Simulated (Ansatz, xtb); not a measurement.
## Two isomers of C5H8N2

Structure X is `Cc1cnc(C)[nH]1`, a singlet and structure Y is `Cc1c[nH]c(C)n1`, a singlet. Both are isolated molecules in the gas phase, relaxed with B3LYP/def2-SVP.

X (Å):

```xyz
15

C    -1.7318   -0.4620   -2.2572
C    -0.5312   -0.6227   -1.3850
C    -0.2787   -0.2764   -0.0750
C     1.5367   -1.1955   -0.7646
C     2.9209   -1.7518   -0.8570
N     0.9962   -0.6339    0.2942
N     0.6467   -1.2120   -1.8116
H    -2.5381    0.0295   -1.6944
H    -1.5225    0.1581   -3.1468
H    -2.1209   -1.4315   -2.6158
H    -0.9612    0.2157    0.6180
H     3.5179   -1.2512   -1.6387
H     3.4194   -1.5998    0.1089
H     2.9193   -2.8329   -1.0799
H     0.8188   -1.5889   -2.7359
```

Y (Å):

```xyz
15

C    -1.7500   -0.5984   -2.5192
C    -0.5068   -0.6503   -1.6876
C    -0.1212    0.1848   -0.6611
C     1.4068   -1.3884   -1.0027
C     2.6607   -2.1853   -0.8372
N     1.1014   -0.2975   -0.2332
N     0.4550   -1.6184   -1.8826
H    -2.3253   -1.5346   -2.4275
H    -2.4001    0.2365   -2.2178
H    -1.5054   -0.4771   -3.5876
H    -0.5945    1.0538   -0.2104
H     1.6660    0.0877    0.5136
H     3.5643   -1.5748   -1.0065
H     2.7405   -2.6267    0.1711
H     2.6528   -3.0009   -1.5715
```

Question: Estimate which is lower in electronic energy at CCSD(T)/def2-SVP + ΔMP2/def2-TZVPP, and by roughly how much.

Answer: CCSD(T)/def2-SVP + ΔMP2/def2-TZVPP gives E(Y) − E(X) = −0.56 kcal/mol, slightly favouring structure Y, which is too small a margin to settle the true order.

Level by level:

| level | geometry | E(Y) − E(X) (kcal/mol) | departure from the last row (kcal/mol) | job, with rough time for the two |
| --- | --- | --- | --- | --- |
| GFN2-xTB | GFN2-xTB | +0.57 | +1.13 | optimisation, 0.13 s |
| HF/STO-3G | GFN2-xTB | +1.04 | +1.60 | single point, 0.44 s |
| r2SCAN-D4/def2-SVP | GFN2-xTB | −0.43 | +0.13 | single point, 3 s |
| B3LYP/def2-SVP | B3LYP/def2-SVP | −0.29 | +0.27 | optimisation, 23 s |
| HF/def2-SVP | B3LYP/def2-SVP | −0.40 | +0.17 | part of the CCSD(T) run |
| MP2/def2-SVP | B3LYP/def2-SVP | −0.34 | +0.22 | part of the CCSD(T) run |
| CCSD(T)/def2-SVP | B3LYP/def2-SVP | −0.43 | +0.13 | single point |
| CCSD(T)/def2-SVP + ΔMP2/def2-TZVPP | B3LYP/def2-SVP | −0.56 |  | single point, 53 s |

As drawn, both hold the same kinds of bond in the same numbers.

The largest departure from CCSD(T)/def2-SVP + ΔMP2/def2-TZVPP is that of HF/STO-3G, 1.60 kcal/mol. The last row adds to CCSD(T) the change of the MP2 difference between the two basis sets, here −0.13 kcal/mol.

With thermal terms from frequencies at re-optimised GFN2-xTB minima (ideal gas, soft modes damped towards free rotors, one conformer each, 298.15 K, 1 atm): the zero-point term adds −0.18 kcal/mol; ΔH is −0.68 and ΔG −0.87 kcal/mol.

The correlated steps freeze 7 core orbitals. Programs: Ansatz 0.2.0, xtb 6.7.1; the last row on 2 threads of AMD EPYC 9R45 96-Core Processor (Zen 5) on a shared host.
